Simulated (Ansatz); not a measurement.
System: FeF$_{2}$ (charge 0, quintet). The spin state was set by rule; other spins were not relaxed. 
Coordinates optimised at B3LYP-D3(BJ)/def2-TZVP (Ansatz, a program for electronic structure):
SMILES: [F][Fe][F]
```xyz
3

Fe     0.0000     0.0000     0.0000
F      0.0000     0.0000     1.7587
F      0.0000     0.0000    -1.7587
```
Charge 0, spin multiplicity 5.

Property: atomisation energy (electronic, to ground-state atoms), in kcal/mol. Valence correlation only, unless marked. Open shells are spin-unrestricted. Spin-orbit coupling is left out. Frozen are the shells of the preceding noble gas and the d and f shells that filled before the atom's block. Non-relativistic. The coupled-cluster limit lacks core correlation, which all-electron functionals hold. CBS marks a two-point X^-3 extrapolation of the correlation energy; Hartree-Fock from the larger set. The bracket is a focal-point correction in the basis named.

| level | program | atomisation energy (kcal/mol) |
|---|---|---|
| revPBE-D3(BJ)/def2-TZVPD | Ansatz + dftd3 | 244.4 |
| r2SCAN/def2-TZVPD | Ansatz | 251.1 |
| r2SCAN-D4/def2-TZVPD | Ansatz + dftd4 | 251.3 |
| B97M-V/def2-TZVPD | Ansatz | 243.8 |
| B3LYP-D3(BJ)/def2-TZVPD | Ansatz + dftd3 | 242.5 |
| PBE0/def2-TZVP | Ansatz | 240.3 |
| PBE0/def2-TZVPD | Ansatz | 242.2 |

**Question.** Estimate the value at RI-MP2/CBS(def2-TZVPPD,def2-QZVPPD)+[CCSD(T)-MP2]/def2-TZVPPD as computed with Ansatz.

**Answer.** 244.6 kcal/mol, so PBE0/def2-TZVPD differs from it by -2.4 kcal/mol.
